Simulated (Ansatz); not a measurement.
A run for Ansatz (a program for electronic structure): U-wB97X-V/cc-pV(T+d)Z on AlO, 2S+1 = 2, a point of a bond scan (R = 5.208 Å). Files ending in .json are basis or fitting sets from the Basis Set Exchange.

Ansatz 0.2 input:
```yaml
crystal:
  periodic: [false, false, false]
  atoms:
    - {symbol: Al, position_ang: [-0.00000000, -0.00000000, -0.61996312]}
    - {symbol: O, position_ang: [0.00000000, 0.00000000, 4.58772712]}
basis:
  gaussian:
    orbitals: cc-pV_T+d_Z.json
hamiltonian:
  xc: {name: wB97X-V}
magnetization: {spin_polarized: true, initial_magnetization: 1}
```

The head of its log:

```
WARN ansatz: RAYON_NUM_THREADS=2 ignored (pool sized by the plan → 2); use --threads N
Functional definition: wB97X-V
integrals: 0.02 GiB planned
462 factors; their error is unknown
integrals: 0.05 GiB planned
90 factors; integrals over basis functions are off by at most 1.5e-4 eV
mean field: 0.24 GiB planned
mean field evaluation 1: about -8630.3599 eV, gradient 3.0e1 eV
mean field evaluation 2: about -8430.7947 eV, gradient 7.8e1 eV
```

### Question
What total energy does the run end on?

### Answer
-317.3848 hartree. Its determinant has ⟨S²⟩ = 1.74, a mixture of spin states.
